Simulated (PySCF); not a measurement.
A species of formula C4H13NOSi has this rotational fingerprint, computed with PBE0/pcSseg-1 in PySCF (dipole) on a GFN2-xTB geometry, gas phase:

| Item | Value |
| --- | --- |
| Rotational constants | A = 2131, B = 1724, C = 1431 MHz |
| Dipole components | \|μa\| = 0.22 D, \|μb\| = 0.57 D, \|μc\| = 1.04 D |
| Inertial defect | -177.16 u·Å² |
| κ | -0.16 |

Question: Which candidate fits, each taken in the one conformer that was computed?
A. `[CH3:1][O:2][SiH2:3][NH:4][CH:5]([CH3:6])[CH3:7]` with C1–O2–Si3–N4 177°, O2–Si3–N4–C5 42°, Si3–N4–C5–C6 83°
B. `[CH3:1][CH2:2][Si@:3]([CH3:4])([NH2:5])[O:6][CH3:7]` with C1–C2–Si3–C4 -53°, C2–Si3–N5–H 53° and -171°, C2–Si3–O6–C7 59°
C. `[CH3:1][C:2]([CH3:3])([CH3:4])[O:5][SiH2:6][NH2:7]` with C2–O5–Si6–N7 59°, O5–Si6–N7–H -178° and 48°

Answer: B. It is CC[Si@](C)(N)OC, an asymmetric top, point group C1. The candidates at the same level (rigid rotor, commonest isotopes):

```json
{"SMILES": "CC[Si@](C)(N)OC", "A (MHz)": "2131", "B (MHz)": "1724", "C (MHz)": "1431", "μa (D)": "0.22", "μb (D)": "0.57", "μc (D)": "1.04", "Δ (u·Å²)": "-177.16", "point group": "C1", "rotor": "asymmetric top"}
{"SMILES": "CC(C)(C)O[SiH2]N", "A (MHz)": "3507", "B (MHz)": "1379", "C (MHz)": "1285", "μa (D)": "0.36", "μb (D)": "1.22", "μc (D)": "0.15", "Δ (u·Å²)": "-117.25", "point group": "C1", "rotor": "near-prolate asymmetric top"}
{"SMILES": "CO[SiH2]NC(C)C", "A (MHz)": "3797", "B (MHz)": "1075", "C (MHz)": "1039", "μa (D)": "0.27", "μb (D)": "0.16", "μc (D)": "0.51", "Δ (u·Å²)": "-116.78", "point group": "C1", "rotor": "near-prolate asymmetric top"}
```

`CO[SiH2]NC(C)C` has A 78 % too high; `CC(C)(C)O[SiH2]N` has A 65 % too high. No structure here is proved a minimum.
